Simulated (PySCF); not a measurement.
Isomers of C5H14OSn, mass 210.007 u with the commonest isotopes. Method: PBE0-D3(BJ)/def2-SVP geometry optimisation, gas phase, def2 core potentials past Kr in PySCF 2.14.0. One conformer each, none proved a minimum here; rigid rotors. Atoms past krypton carry def2 core potentials.

**Question.** Order these by radius of gyration √(Σ m r²/M), largest first.
A. SnHMe2(OiPr) (`CC(C)[O][SnH]([CH3])[CH3]`)
B. SnH2Me(OtBu) (`[H][Sn]([H])([CH3])[O]C(C)(C)C`)
C. Sn(OEt)Me3 (`CC[O][Sn]([CH3])([CH3])[CH3]`)

**Answer.** B (1.863 Å), A (1.831 Å), C (1.767 Å).

**Question.** Order these by out-of-plane moment Σ m c² = (Ia + Ib − Ic)/2, largest first.
A. Sn(OEt)Me3 (`CC[O][Sn]([CH3])([CH3])[CH3]`)
B. SnHMe2(OiPr), `[H][Sn]([CH3])([CH3])[O]C(C)C`
C. SnH2Me(OtBu), `[H][Sn]([H])([CH3])[O]C(C)(C)C`

**Answer.** A (109.47 u·Å²), C (61.05 u·Å²), B (34.37 u·Å²).

**Question.** Order these by dipole moment, largest first.
A. `CC[O][Sn]([CH3])([CH3])[CH3]` (Sn(OEt)Me3)
B. SnH2Me(OtBu) (`[H][Sn]([H])([CH3])[O]C(C)(C)C`)
C. `[H][Sn]([CH3])([CH3])[O]C(C)C` (SnHMe2(OiPr))

**Answer.** A (2.16 D), C (1.72 D), B (1.14 D).

```tsv
SMILES	point group	Ia (u·Å²)	Ib (u·Å²)	Ic (u·Å²)	κ	μa (D)	μb (D)	μc (D)
[H][Sn]([CH3])([CH3])[O]C(C)C	C1	186.47	551.60	669.32	-0.84	1.47	0.79	0.42
[H][Sn]([H])([CH3])[O]C(C)(C)C	near Cs	161.35	628.77	668.01	-0.96	0.95	0.62	0.05
CC[O][Sn]([CH3])([CH3])[CH3]	near Cs	224.16	540.86	546.07	-0.99	1.81	1.17	0.02
```
